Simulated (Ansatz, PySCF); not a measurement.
Species: C$_{3}$H$_{4}$Cl, charge -1, multiplicity 1. It need not be the lowest isomer of its formula. Whether it binds its extra electron was not tested at this geometry. 
Geometry from a B3LYP-D3(BJ)/def2-TZVP (Ansatz, a first-principles code) optimisation:
```
C
C 1 1.3557
H 1 1.1029 2 126.55
H 2 1.1129 1 108.69 3 -2.59
C 1 1.4636 3 113.59 2 -176.55
H 5 1.0855 1 111.58 3 176.16
H 5 1.0892 6 112.71 1 132.91
Cl 5 1.9716 6 102.43 7 104.16
```
Charge -1, spin multiplicity 1.

Total electronic energies in hartree. Correlated levels leave the core frozen unless marked. No spin-orbit coupling. No relativistic terms. CBS(X,Y): correlation extrapolated as X^-3; Hartree-Fock from the larger set. [CCSD(T)-MP2]/basis is that difference in the basis named.

```
level                                                                             program  energy (Eh)
-------------------------------------------------------------------------  --------------  -----------
HF-D3(BJ)/def2-TZVPD                                                        PySCF + dftd3   -575.44209
HF-D4/def2-TZVPD                                                            PySCF + dftd4   -575.42013
RI-HF/cc-pV(T+d)Z                                                                  Ansatz   -575.39673
revPBE-D4/def2-TZVPD                                                       Ansatz + dftd4   -576.82813
B3LYP-D4/def2-TZVPD                                                        Ansatz + dftd4   -576.95429
BHLYP-D4/def2-TZVPD                                                        Ansatz + dftd4   -576.84526
r2SCAN0/def2-TZVPD                                                                 Ansatz   -576.79522
RI-MP2/aug-cc-pV(Q+d)Z                                                             Ansatz   -576.16833
RI-MP2/CBS(aug-cc-pV(T+d)Z,aug-cc-pV(Q+d)Z)                                        Ansatz    -576.2003
SCS-MP2/cc-pV(T+d)Z                                                                Ansatz   -576.08490
CCSD/cc-pV(D+d)Z                                                                   Ansatz   -575.93705
CCSD/aug-cc-pV(T+d)Z                                                               Ansatz   -576.15183
CCSD(T)/6-31G                                                                      Ansatz   -575.59753
RI-MP2/CBS(aug-cc-pV(T+d)Z,aug-cc-pV(Q+d)Z)+[CCSD(T)-MP2]/aug-cc-pV(D+d)Z          Ansatz    -576.2700
RI-MP2/CBS(aug-cc-pV(T+d)Z,aug-cc-pV(Q+d)Z)+[CCSD(T)-MP2]/aug-cc-pV(T+d)Z          Ansatz    -576.2752
```

Totals of different functionals don't rank their quality; only differences between species are comparable.
